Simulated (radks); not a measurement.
Results of a calculation; reference values are marked as such.
Valence configurations of Nb IV (all share [Kr]). Code: a radial shooting solver on a logarithmic mesh with Libxc functionals. Model: Dirac Kohn-Sham, PBEsol, spin-unpolarised, spherical densities, finite nucleus; open shells fill j = l - 1/2 first; Fermi nuclear charge, rms radius 4.324 fm. Energies are relative to 4d2; eigenvalues in eV.

valence,E (eV),e(4d3/2),e(5p1/2),e(5s1/2)
4d2,0.000,-30.657,-,-
4d1.5 5s0.5,2.813,-32.257,-,-26.306
4d1.5 5p0.5,5.599,-32.673,-21.019,-
4d1 5s1,5.952,-33.877,-,-27.268
4d0.5 5s1.5,9.430,-35.509,-,-28.198
4d1 5p1,11.655,-34.691,-22.111,-
5s2,13.271,-,-,-29.088
5p2,25.256,-,-24.038,-

NIST lists [Kr] 4d2 as the ground configuration; this level of theory agrees among the configurations tried. The energies are those of spherical spin-averaged densities, not of single terms.
